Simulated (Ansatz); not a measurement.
Potential energy curve for ClMg (cation, charge +1), lowest triplet found (which spin is the ground state isn't settled by this scan).

UKS-PBE = unrestricted PBE/cc-pVDZ in Ansatz (an electronic-structure program); UKS-CAM-B3LYP = unrestricted CAM-B3LYP/cc-pVDZ in Ansatz; FCI = full CI/cc-pVDZ, frozen core in Ansatz.

Energies relative to the lowest point of each curve between 2.21 and 3.27 Å, where full CI is lowest, in kJ/mol; the last columns give the error against full CI:

| R / Å | UKS-PBE | UKS-CAM-B3LYP | FCI | UKS-PBE − FCI | UKS-CAM-B3LYP − FCI |
|---|---|---|---|---|---|
| 1.76 | 423.1 | 413.4 | 433.2 | -10.0 | -19.8 |
| 1.89 | 249.9 | 241.9 | 253.4 | -3.6 | -11.6 |
| 2.02 | 143.0 | 136.9 | 143.4 | -0.4 | -6.5 |
| 2.12 | 90.1 | 85.4 | 89.4 | 0.7 | -4.0 |
| 2.21 | 57.5 | 53.8 | 56.3 | 1.2 | -2.5 |
| 2.31 | 32.9 | 30.4 | 31.7 | 1.2 | -1.3 |
| 2.38 | 21.2 | 19.3 | 20.1 | 1.1 | -0.8 |
| 2.45 | 12.8 | 11.4 | 11.9 | 0.9 | -0.5 |
| 2.51 | 7.7 | 6.7 | 7.0 | 0.7 | -0.3 |
| 2.63 | 1.8 | 1.4 | 1.5 | 0.3 | -0.1 |
| 2.74 | 0.0 | 0.0 | 0.0 | 0.0 | 0.0 |
| 2.88 | 0.8 | 1.1 | 1.0 | -0.2 | 0.1 |
| 3.04 | 4.3 | 4.5 | 4.2 | 0.0 | 0.2 |
| 3.27 | 11.2 | 10.9 | 10.1 | 1.1 | 0.8 |
| 3.57 | 20.6 | 19.2 | 17.3 | 3.3 | 1.9 |
| 3.91 | 29.5 | 26.6 | 23.3 | 6.2 | 3.3 |
| 4.30 | 36.8 | 32.5 | 27.8 | 8.9 | 4.7 |
| 4.78 | 42.2 | 36.9 | 31.3 | 10.9 | 5.5 |
| 5.31 | 45.6 | 39.6 | 33.7 | 11.9 | 5.9 |
| 6.08 | 48.1 | 41.8 | 35.7 | 12.4 | 6.1 |
| 7.04 | 48.4 | 43.0 | 36.8 | 11.5 | 6.2 |
| 8.34 | 46.9 | 43.6 | 37.4 | 9.5 | 6.2 |

UKS-PBE is furthest from FCI at 6.08 (12.4 kJ/mol, above); its mean absolute error over the points is 4.4 kJ/mol.

UKS-CAM-B3LYP is furthest from FCI at 1.76 (-19.8 kJ/mol, below); its mean absolute error over the points is 4.0 kJ/mol.
